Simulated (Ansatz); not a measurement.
BiBr₃, triplet, geometry from GFN2-xTB (such geometries of metal compounds can be far from the true shape) (a higher spin typed on purpose: for a closed-shell molecule this is an excited state) (core potentials on Bi); PBE0/def2-SVP in Ansatz (a first-principles code).

Input for Ansatz:
Ansatz 0.2 input:
```yaml
crystal:
  periodic: [false, false, false]
  atoms:
    - {symbol: Bi, position_ang: [-0.00964922, 0.05196464, -0.00579277]}
    - {symbol: Br, position_ang: [-1.59250448, -2.06023989, 0.19346659]}
    - {symbol: Br, position_ang: [-0.61071188, 3.28891176, -0.36663198]}
    - {symbol: Br, position_ang: [2.22609880, -1.35190231, 0.18690252]}
basis:
  gaussian:
    orbitals: def2-SVP
hamiltonian:
  xc: pbe0
magnetization: {spin_polarized: true, initial_magnetization: 2}
```

Question: Predict the main parts of the log of this Ansatz run.

Answer: 
```
Functional definition: PBE0
1242 factors; integrals over basis functions are off by at most 2.8e-4 eV
mean field evaluation 1: about -215929.5538 eV, gradient 1.2e1 eV
mean field evaluation 2: about -215928.3517 eV, gradient 1.9e1 eV
mean field evaluation 4: about -215930.8647 eV, gradient 1.3e0 eV
mean field evaluation 8: about -215930.9001 eV, gradient 5.8e-2 eV
mean field evaluation 16: about -215930.9001 eV, gradient 2.4e-4 eV
mean field evaluation 32: about -215930.6851 eV, gradient 4.2e-2 eV
mean field evaluation 64: about -215930.6131 eV, gradient 5.1e0 eV
mean field evaluation 96: about -215930.8902 eV, gradient 7.4e-1 eV
mean field -215930.90013663 eV, -7935.3142168003 hartree, gradient 6.3e-6 eV, S^2 2.005945; 11 other end points of the search recorded, 0 dependent functions left out
reference -215930.90016402 eV, -7935.3142178067 hartree; 65, 63 occupied and 57, 59 virtual orbitals, 1242 factors
Total energy: -215930.90016402 eV, -7935.3142178067 hartree
```
